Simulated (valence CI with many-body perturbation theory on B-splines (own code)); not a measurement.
**Cd16+: calculated level list**

Computed by configuration interaction combined with many-body perturbation theory (CI+MBPT): four valence electrons over a frozen Dirac-Fock core [Ar] 3d10, radial functions for each j: 11 s, 11 p, 10 d, 8 f, 5 g, 2 h, with the one-electron correlation potential Σ1, the two-electron term Σ2, the three-electron term Σ3, Breit, model QED; selected CI, second order for the rest, scaled by the run's own slope (own B-spline code, finite nucleus).

No measured spectrum was set against this ion. As an estimate, levels hold to about 250 cm⁻¹ or 0.2 % of their energy and the worst to 1 %, as in measured heavy ions of charge 2 to 7; those with d or f electrons hold less well. Among the levels kept, up to 480 cm⁻¹ of a level comes from second order outside the variational space, and about a tenth of that is noise between levels of different J, which matters for small intervals.

Levels 136 to 180 of 184, with energies above the lowest level, 4s²4p² ³P_0. "Leading %" is the weight of the configuration and term that name the level; weights of strongly mixed levels are sums over their largest components and can fall short, so below about 35 % the name and the second component can differ from the true leading terms, or belong to a minority configuration. Lifetimes count E1, E2, E3, M1 and M2 decay at the calculated energies, and are blank where another channel may lead or the interval is too uncertain; long ones can be off by a factor of two.

```
No.  Configuration  Term  J  E (eV)  Leading %  Lifetime      g
136          4p³4d   ³D°  2  176.51         51   10.7 ps  1.202
137          4p³4d   ³S°  1  177.16         50   5.92 ps  1.758
138        4s4p4d²   ⁵G°  2  177.18         54   38.5 ps  0.497
139          4p³4d   ³D°  3  177.55         32   12.3 ps  1.171
140        4s4p4d²   ⁵G°  3  178.25         54   34.0 ps  0.998
141        4s²4p5s   ³P°  2  178.29         97   3.57 ps  1.500
142          4p³4d   ¹F°  3  178.33         25   6.65 ps  1.145
143        4s²4p5s   ¹P°  1  179.03         70   2.18 ps  1.139
144          4p³4d   ³F°  4  179.94         53   29.6 ps  1.223
145        4s4p4d²   ⁵G°  4  180.03         64   92.3 ps  1.166
146          4p³4d   ¹D°  2  180.51         24   5.61 ps  1.160
147          4p³4d   ³P°  2  181.46         44   16.9 ps  1.305
148          4p³4d   ³P°  1  181.47         32   5.24 ps  1.200
149          4p³4d   ³P°  0  182.32         78   4.65 ps       
150        4s4p4d²   ⁵G°  5  182.45         68   83.2 ps  1.265
151        4s4p²4f   ⁵D°  4  182.71         31   13.1 ps  1.366
152        4s4p²4f   ⁵D°  3  182.82         16   11.1 ps  1.261
153        4s4p²4f   ⁵G°  2  183.29         12   9.56 ps  1.002
154          4p³4d   ³D°  1  183.35         30   4.67 ps  0.917
155        4s4p4d²   ⁵D°  1  184.15         66   10.9 ps  1.283
156        4s4p4d²   ⁵D°  0  184.29         94   10.5 ps       
157        4s4p²4f   ³G°  3  184.31         16   18.8 ps  1.047
158          4p³4d   ¹F°  3  184.42         28   13.9 ps  1.117
159        4s4p²4f   ⁵G°  2  184.65         38   7.14 ps  0.848
160          4p³4d   ³D°  2  185.35         27   5.37 ps  1.039
161        4s4p4d²   ³H°  4  185.47         23   31.5 ps  1.072
162        4s4p4d²   ⁵G°  6  185.54         58   1.26 ns  1.318
163          4p³4d   ¹F°  3  185.88         39   4.72 ps  1.111
164        4s4p4d²   ⁵F°  1  186.06         47   5.98 ps  0.749
165        4s4p4d²   ³H°  4  186.58         30   15.4 ps  1.058
166        4s4p4d²   ³H°  5  186.68         27   36.8 ps  1.135
167        4s4p²4f   ⁵G°  3  186.71         19   7.88 ps  1.002
168        4s4p4d²   ⁵D°  2  186.71         26   9.69 ps  1.038
169        4s4p4d²   ⁵P°  1  186.90         61   7.52 ps  2.058
170        4s²4p5p    ³D  1  186.91         67   6.78 ps  0.683
171        4s4p4d²   ⁵F°  2  186.93         24   6.83 ps  1.086
172        4s4p²4f   ⁵D°  3  187.44         21   9.61 ps  1.239
173        4s4p²4f   ⁵G°  5  188.07         31   8.42 ps  1.274
174        4s4p4d²   ⁵D°  3  188.54         34   9.26 ps  1.257
175        4s4p²4f   ⁵G°  4  188.57         30   8.75 ps  1.207
176        4s4p4d²   ³D°  1  188.69         28   11.2 ps  0.556
177        4s4p4d²   ⁵F°  2  189.00         35   6.43 ps  1.390
178        4s4p²4f   ⁵D°  1  189.25         32   6.45 ps  0.860
179        4s4p4d²   ⁵P°  2  189.32         32   6.43 ps  1.423
180        4s²4p5p    ³P  0  189.33         80   7.10 ps
```

Names give the largest LS component (configuration and term), which can be under half, so a name can repeat, a term be missing and a line seem to break the LS rules; names also repeat where a configuration has a term twice.

Where two levels of one J and parity lie close, their mixing, g and order are uncertain.
